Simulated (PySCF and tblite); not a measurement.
Results of a calculation; reference values are marked as such.
## Rotation: stationary points, barriers and rates

System: C6H8O2, numbered as in [CH2:1]=[CH:2]/[C:3]([OH:4])=[CH:5]/[C:6]([CH3:7])=[O:8].

Motion: rotation about the C5–C6 bond (torsion C3–C5–C6–C7 from -180° to -1°, rising). Geometries: GFN2-xTB; energies: PBE0/pcSseg-1 + D3(BJ), IEF-PCM benzene; zero-point and thermal terms from GFN2-xTB harmonic modes (soft modes blended into free rotors). Rate constants are transition-state-theory values, counting equivalent paths, without tunnelling. Programs: tblite and PySCF.

| point | symmetry | E(GFN2) kcal/mol | E(DFT) kcal/mol | ZPE change kcal/mol | lowest mode cm⁻¹ | dipole D |
| --- | --- | --- | --- | --- | --- | --- |
| start | Cs | 0.0 | 0.0 | 0.00 | 71 | 3.42 |
| saddle | C1 | 14.7 | 19.9 | -0.54 | 95i | 2.68 |
| end | Cs | 10.5 | 11.9 | 0.26 | 40 | 3.79 |

| Item | Value |
| --- | --- |
| Electronic barrier | 19.9 kcal/mol |
| Barrier with zero-point energy | 19.4 kcal/mol |
| ΔH‡ (298 K) | 19.3 kcal/mol |
| ΔS‡ (298 K, symmetry apart) | -0.7 cal/(mol K) |
| Paths | 2 equivalent paths |
| End point | a different minimum |
| Mean lifetime of the start against this motion at 298 K | 16 s |
| Cost | 69 s on 1 thread of Arm Neoverse V2, on a host shared with other jobs (rough), peak memory 0.91 GiB, launched as `OMP_NUM_THREADS=1 python ens_run.py task.json out` |

```tsv
T/K	ΔG‡ kcal/mol	k s⁻¹	ΔG kcal/mol	k back s⁻¹
200	19.4	4.7×10⁻⁹	12.2	1×10⁵
250	19.5	9.9×10⁻⁵	12.2	4.6×10⁶
298	19.5	0.063	12.2	5.6×10⁷
350	19.5	9.4	12.2	3.9×10⁸
400	19.6	346	12.2	1.6×10⁹
```

ΔG and ΔG‡ leave out symmetry numbers and mirror images; rates count paths: 2 out, 2 back.
